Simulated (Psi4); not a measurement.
Calculation: SAPT0/jun-cc-pVDZ, frozen core in Psi4 1.11.

Psi4 input:

```
molecule {
0 1
H 0.37192002 -0.00000000 -0.00000000
H -0.37192002 0.00000000 0.00000000
--
0 1
Cl 3.33686696 -0.02028546 0.02154657
H 2.05493516 -0.01018301 0.01217308
units angstrom
symmetry c1
no_reorient
no_com
}
set basis jun-cc-pvdz
set scf_type df
set freeze_core true
energy('sapt0')
```

Part of the output:

```
    SAPT Results
  --------------------------------------------------------------------------------------------------------
    Electrostatics                  1.34037129 [mEh]       0.84109568 [kcal/mol]       3.51914433 [kJ/mol]
      Elst10,r                      1.34037129 [mEh]       0.84109568 [kcal/mol]       3.51914433 [kJ/mol]

    Exchange                        6.08722922 [mEh]       3.81979401 [kcal/mol]      15.98201813 [kJ/mol]
      Exch10                        6.08722922 [mEh]       3.81979401 [kcal/mol]      15.98201813 [kJ/mol]
      Exch10(S^2)                   6.05182933 [mEh]       3.79758024 [kcal/mol]      15.88907571 [kJ/mol]

    Induction                      -2.36826430 [mEh]      -1.48610828 [kcal/mol]      -6.21787705 [kJ/mol]
      Ind20,r                      -2.20805447 [mEh]      -1.38557510 [kcal/mol]      -5.79724622 [kJ/mol]
      Exch-Ind20,r                  0.99704873 [mEh]       0.62565752 [kcal/mol]       2.61775108 [kJ/mol]
      delta HF,r (2)               -1.15725855 [mEh]      -0.72619071 [kcal/mol]      -3.03838191 [kJ/mol]

    Dispersion                     -1.70358928 [mEh]      -1.06901842 [kcal/mol]      -4.47277305 [kJ/mol]
      Disp20                       -1.86547545 [mEh]      -1.17060352 [kcal/mol]      -4.89780511 [kJ/mol]
      Exch-Disp20                   0.16188616 [mEh]       0.10158510 [kcal/mol]       0.42503206 [kJ/mol]
      Disp20 (SS)                  -0.93273772 [mEh]      -0.58530176 [kcal/mol]      -2.44890256 [kJ/mol]
      Disp20 (OS)                  -0.93273772 [mEh]      -0.58530176 [kcal/mol]      -2.44890256 [kJ/mol]
      Exch-Disp20 (SS)              0.07603788 [mEh]       0.04771449 [kcal/mol]       0.19963742 [kJ/mol]
      Exch-Disp20 (OS)              0.08584828 [mEh]       0.05387061 [kcal/mol]       0.22539464 [kJ/mol]

  Total HF                          5.05933621 [mEh]       3.17478141 [kcal/mol]      13.28328540 [kJ/mol]
  Total SAPT0                       3.35574693 [mEh]       2.10576299 [kcal/mol]       8.81051235 [kJ/mol]
```
